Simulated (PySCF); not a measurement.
Electronic structure of F⁺ (fluorine, charge +1) at the PBE level

Configuration: [He] 2s1 2p5, 2s spin antiparallel (an excited configuration). Calculation: PySCF 2.14, in def2-TZVPPD (6s4p3d1f, 40 functions); the non-relativistic Hamiltonian (point nucleus).

* Total energy: -98.2458 hartree
* One-electron energy: -132.3932 hartree
* Hartree (Coulomb) energy: 43.8248 hartree
* Exchange-correlation energy: -9.6774 hartree
* Kinetic energy: 98.00209 hartree
* ⟨S²⟩: 1.0003
* ⟨L²⟩: 2.004
* Sum of ⟨r⟩: 6.249 bohr
* Sum of ⟨r²⟩: 7.473 bohr²
* Traceless quadrupole moment −½Σ⟨3z² − r²⟩ along its main axis: 0.521 e·bohr²
* Density at the nucleus (Gaussians lack the cusp): 426 bohr⁻³
* Spin density at the nucleus: -13.6 bohr⁻³
* Langevin diamagnetic susceptibility: -5.92 ×10⁻⁶ cm³/mol

| shell | electrons | mean orbital energy (hartree) | spread (hartree) | rms radius, mean of both spins (bohr) |
| --- | --- | --- | --- | --- |
| 1s β | 1 | -25.11220 | 0 | 0.205 |
| 1s α | 1 | -25.10811 | 0 | 0.205 |
| 2s β | 1 | -1.73637 | 0 | 1.06 |
| 2p β | 2 | -1.04462 | 0 | 1.12 |
| 2p α | 3 | -1.04435 | 0.10233 | 1.12 |

With the s spin flipped the determinant is a mixture of two multiplicities, not a spectroscopic state.
